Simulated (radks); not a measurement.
Mg11+, 1 electrons, occupied as 1s1 (the NIST ground configuration). All-electron calculation, scalar-relativistic Kohn-Sham, PBEsol, spin-polarised, spherical densities, finite nucleus; open shells are filled with parallel spins first; Fermi nuclear charge, rms radius 3.057 fm. Program: a radial shooting solver on a logarithmic mesh with Libxc functionals.

Radial electron density D(r) = 4 pi r^2 rho(r):

| r (bohr) | D(r) (e/bohr) |
|---|---|
| 0.004173 | 0.1116 |
| 0.004485 | 0.1278 |
| 0.004858 | 0.1486 |
| 0.005221 | 0.1700 |
| 0.005656 | 0.1973 |
| 0.006078 | 0.2254 |
| 0.006584 | 0.2612 |
| 0.007075 | 0.2979 |
| 0.007665 | 0.3445 |
| 0.008237 | 0.3922 |
| 0.008923 | 0.4524 |
| 0.009589 | 0.5139 |
| 0.01039 | 0.5913 |
| 0.01116 | 0.6698 |
| 0.012 | 0.7578 |
| 0.013 | 0.8676 |
| 0.01397 | 0.9784 |
| 0.01513 | 1.116 |
| 0.01626 | 1.253 |
| 0.01761 | 1.423 |
| 0.01893 | 1.591 |
| 0.0205 | 1.797 |
| 0.02204 | 1.999 |
| 0.02387 | 2.243 |
| 0.02565 | 2.480 |
| 0.02779 | 2.763 |
| 0.02986 | 3.034 |
| 0.03209 | 3.319 |
| 0.03477 | 3.650 |
| 0.03736 | 3.958 |
| 0.04047 | 4.307 |
| 0.04349 | 4.623 |
| 0.04712 | 4.970 |
| 0.05063 | 5.271 |
| 0.05485 | 5.586 |
| 0.05895 | 5.844 |
| 0.06386 | 6.091 |
| 0.06862 | 6.270 |
| 0.07375 | 6.399 |
| 0.07989 | 6.476 |
| 0.08585 | 6.478 |
| 0.093 | 6.400 |
| 0.09995 | 6.253 |
| 0.1083 | 6.007 |
| 0.1164 | 5.712 |
| 0.126 | 5.311 |
| 0.1355 | 4.893 |
| 0.1467 | 4.381 |
| 0.1577 | 3.890 |
| 0.1708 | 3.332 |
| 0.1836 | 2.835 |
| 0.1973 | 2.359 |
| 0.2137 | 1.868 |
| 0.2297 | 1.474 |
| 0.2488 | 1.095 |
| 0.2674 | 0.8121 |
| 0.2896 | 0.5605 |
| 0.3113 | 0.3868 |
| 0.3372 | 0.2449 |
| 0.3624 | 0.1554 |
| 0.3925 | 0.08898 |
| 0.4218 | 0.05120 |
| 0.457 | 0.02608 |
| 0.4911 | 0.01339 |

D(r) has 1 maximum, at r = 0.0831 bohr.
